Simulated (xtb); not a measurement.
Job for xtb: GFN2-xTB on H2OSi (SMILES O=[SiH2]).

```
$ xtb mol.xyz --gfn 2 --opt tight --chrg 0 --uhf 0
4

O      1.36385211    -0.58891352    -0.23816888
Si    -0.00183123     0.10621977    -0.42298811
H     -1.14657413    -0.80624551    -0.65728834
H     -0.21544675     1.28893926     0.44680572
```

Problem. Give the final energy of this run.

Solution. -6.8697 hartree.
